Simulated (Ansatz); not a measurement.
(KOH)2 ring (K₂O₂H₂). The state is a triplet with charge 0. Geometry PBE0-D4/def2-TZVP, that of the neutral singlet; atoms count from 1.

```xyz
6

K     1.147   -0.949   -0.889
O     1.234    1.172    0.345
K    -1.145    0.946    0.893
O    -1.233   -1.173   -0.342
H     1.917    1.816    0.525
H    -1.920   -1.811   -0.531
```

At PBE0-D4/def2-TZVP a singlet of charge 0 lies 4.13 eV below the triplet at the same geometry.

(1) Estimate the Mulliken populations from the PBE0/def2-TZVP orbitals of Ansatz.

(2) Where does the spin sit?

(3) And the Mayer bond orders between bonded heavy atoms (over 0.3)?

Answers

(1) 
```
atom  charge (e)  spin (α − β)
  K1        0.37          0.47
  O2       -0.69          0.52
  K3        0.37          0.47
  O4       -0.69          0.52
  H5        0.31          0.01
  H6        0.31          0.01
```
Mulliken values and Mayer orders depend strongly on the basis.

(2) Summed by element: K 0.95, O 1.04, H 0.01, of 2 unpaired in all. Largest on single atoms: O2 0.52, O4 0.52, K3 0.47.

(3) K1–K3 0.45 (3.47 Å). Values over 0.3 also appear between atoms too far apart for a bond (O2–O4 0.44 at 3.47 Å); they arise where an orbital or an unpaired electron spreads over both atoms.
